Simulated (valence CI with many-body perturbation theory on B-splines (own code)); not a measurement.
**Rb¹⁵⁺: key properties**

Level of theory: valence CI with perturbative core correlation (CI+MBPT): four valence electrons over a frozen Dirac-Fock core [Ar], radial functions for each j: 7 s, 7 p, 8 d, 6 f, 4 g, 1 h, with the one-electron correlation potential Σ1, the two-electron term Σ2, the three-electron term Σ3, Breit, model QED; selected CI, second order for the rest, scaled by the run's own slope (own B-spline code, finite nucleus).

No measured spectrum was set against this ion. As an estimate, terms of the open shell hold to 2 to 4 % of their energy, and close levels can change places. Only levels of the ground parity were solved; by the run's estimate the other parity begins above the list, which can be wrong where configurations are misplaced.

Names give the largest LS component (configuration and term), which can be under half, so a name can repeat, a term be missing and a line seem to break the LS rules; names also repeat where a configuration has a term twice.

Rates and lifetimes use the calculated energies. Strong lines usually hold to 10 to 20 %, long lifetimes can be off by a factor of two.

**Question.** What is the ground level?

**Answer.** 3d4 5D_0, composition 92 % 3d4 5D + 8 % 3d4 3P.

**Question.** What is the ionisation energy?

**Answer.** 550.05 eV; NIST lists 550 ± 3 eV (theoretical).

**Question.** How is the term 5D of the ground level split?

**Answer.** J = 0 at 0.0, J = 1 at 3110, J = 2 at 7455, J = 3 at 12217, J = 4 at 17061 cm⁻¹.

**Question.** How well does LS coupling describe the low levels?

**Answer.** Among the lowest 20 levels the leading LS term, summed over configurations, holds 82 % on average. For single configurations the figures are 82 % in LS and 59 % in jj coupling. Terms mix most in the J = 3 level at 82284 cm⁻¹, where the leading one holds 50 %.
